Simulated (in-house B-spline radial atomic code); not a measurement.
Radial electron density of I⁷⁺, [Kr] 4d10. Level of theory: scalar-relativistic (X2C) B97-1, spin-polarised, spherical fractional occupations, Fermi nucleus of rms radius 4.75 fm; calculated with an all-electron radial atomic-structure program (B-spline basis).

One-electron X2C: radii and densities carry no picture-change correction, so inner-shell <1/r> comes out high (for 1s by about 2 % at Z = 33, 5 % at 54, 10 % at 75, 30 % at 118) and <r> low.

Columns: r (bohr), 4πr²n(r) (electrons per bohr), bar.

```
0.000813    2.074 #
0.000986    2.812 #
 0.00119    3.771 ##
 0.00145    5.111 ###
 0.00175    6.794 ###
 0.00212    9.027 ####
 0.00257    11.92 ######
 0.00312    15.62 ########
 0.00378    20.19 ##########
 0.00458    25.74 #############
 0.00555    32.29 ################
 0.00672    39.66 ####################
 0.00814    47.56 ########################
 0.00987    55.44 ###########################
   0.012    62.47 ###############################
  0.0145    67.38 #################################
  0.0176    69.54 ##################################
  0.0213     68.5 ##################################
  0.0258    64.95 ################################
  0.0312    60.96 ##############################
  0.0378    59.43 #############################
  0.0458    63.04 ###############################
  0.0555    72.04 ####################################
  0.0673    82.84 #########################################
  0.0815     88.9 ############################################
  0.0988     85.4 ##########################################
    0.12    74.08 #####################################
   0.145    64.43 ################################
   0.176    64.44 ################################
   0.213    71.82 ####################################
   0.258    73.82 #####################################
   0.313    60.96 ##############################
   0.379    39.88 ####################
   0.459    25.77 #############
   0.556    24.64 ############
   0.674    28.02 ##############
   0.817    25.99 #############
   0.989    17.96 #########
     1.2    9.094 #####
    1.45    3.467 ##
    1.76     0.93 
    2.13   0.1739 
    2.58  0.02006 
    3.13 0.001233
```

On this grid the curve has 4 maxima, near 0.0176, 0.0815, 0.258, 0.674 bohr.

The 4d up radial function P(r) = rR(r), positive near the nucleus:

```
r (bohr)         P
 0.00987  0.001927
  0.0145  0.005417
  0.0213   0.01478
  0.0312   0.03827
  0.0458   0.09296
  0.0673    0.2044
  0.0988    0.3861
   0.145    0.5835
   0.213    0.6077
   0.313    0.2154
   0.459   -0.5398
   0.674    -1.117
   0.989     -1.03
    1.45   -0.5175
    2.13   -0.1269
    3.13  -0.01104
```
